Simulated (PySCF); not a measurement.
Te(SMe)2 (C₂H₆S₂Te), SMILES CS[Te]SC. Atoms are numbered in the order given.

```xyz
11

Te     0.2249     0.8418     0.0000
S     -0.6901    -0.3489    -1.9100
C      0.5024    -1.7175    -2.1647
H      0.4520    -2.4432    -1.3416
H      0.1999    -2.2144    -3.0995
H      1.5286    -1.3407    -2.2720
S     -0.6901    -0.3489     1.9100
C      0.5024    -1.7175     2.1647
H      1.5286    -1.3407     2.2720
H      0.1999    -2.2144     3.0995
H      0.4520    -2.4432     1.3416
```

The structure is a stationary point at B3LYP-D3(BJ)/def2-SVP. The def2 effective core potentials stand for the cores of Te; spin–orbit coupling is left out. Other conformers were not sampled.

Level of theory: PySCF with r2SCAN/def2-TZVP.

ESP charges are fitted to the potential on shells at 1.4 to 2.0 van der Waals radii. Atomic charges (e):

```csv
atom,ESP fit,Mulliken,Löwdin
Te1,0.09,…,0.09
S2,-0.14,…,0.18
C3,-0.34,…,-0.55
H4,0.13,…,0.10
H5,0.18,…,0.11
H6,0.12,…,0.11
S7,-0.14,…,0.18
C8,-0.34,…,-0.55
H9,0.12,…,0.11
H10,0.18,…,0.11
H11,0.13,…,0.10
```

Task: Fill in the missing entries. (An estimate is asked for; the answer gives what the named calculation found.)

Result: 
- Te1, Mulliken: 0.16
- S2, Mulliken: -0.18
- C3, Mulliken: -0.28
- H4, Mulliken: 0.12
- H5, Mulliken: 0.13
- H6, Mulliken: 0.13
- S7, Mulliken: -0.18
- C8, Mulliken: -0.28
- H9, Mulliken: 0.13
- H10, Mulliken: 0.13
- H11, Mulliken: 0.12

Computed Mayer and Wiberg (Löwdin basis) orders of the bonds:
```tsv
bond	Mayer	Wiberg
Te1–S2	1.15	1.52
S2–C3	1.00	1.52
C3–H4	0.96	0.94
C3–H5	0.95	0.93
C3–H6	0.96	0.94
Te1–S7	1.15	1.52
S7–C8	1.00	1.52
C8–H9	0.96	0.94
C8–H10	0.95	0.93
C8–H11	0.96	0.94
```
